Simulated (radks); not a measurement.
Question: All-electron atom: Ho XIX in [Kr] 4d10 4f3. Calculated with a radial shooting solver on a logarithmic mesh with Libxc functionals: scalar-relativistic Kohn-Sham, PBE, spin-polarised, spherical densities, finite nucleus; open shells are filled with parallel spins first (spin-orbit coupling, left out, can overturn this in heavy ions); Fermi nuclear charge, rms radius 5.2022 fm. Some entries of the table are withheld. Estimate them.

orbital,occ.,eigenvalue (eV),<1/r> (bohr^-1),<r^2> (bohr^2)
1s down,1,-55937.97,76.04,0.0005883
1s up,1,-55937.96,76.04,0.0005883
2s up,1,-9732.720,17.68,0.009173
2s down,1,-9732.670,17.68,0.009173
2p up,3,-8674.317,16.38,0.007444
2p down,3,-8674.285,16.38,0.007443
3s up,1,-2528.417,6.519,0.06029
3s down,1,-2526.214,6.524,0.06022
3p up,3,-2204.822,6.101,0.06059
3p down,3,-2202.630,6.106,0.06050
3d up,5,-1793.947,5.783,0.05061
3d down,5,-1792.277,5.787,0.05051
4s up,1,-842.3348,2.838,0.2864
4s down,1,-838.1701,2.835,0.2867
4p up,3,-732.0307,2.630,0.3159
4p down,3,-727.9814,2.627,0.3164
4d up,5,-583.0405,(1),0.3496
4d down,5,-579.0613,(2),0.3506
4f up,3,(3),2.086,0.3760
4f down,0,(4),2.082,0.3787

Answer: 
(1) 4d up <1/r> (bohr^-1): 2.390
(2) 4d down <1/r> (bohr^-1): 2.386
(3) 4f up eigenvalue (eV): -417.5566
(4) 4f down eigenvalue (eV): -413.4118
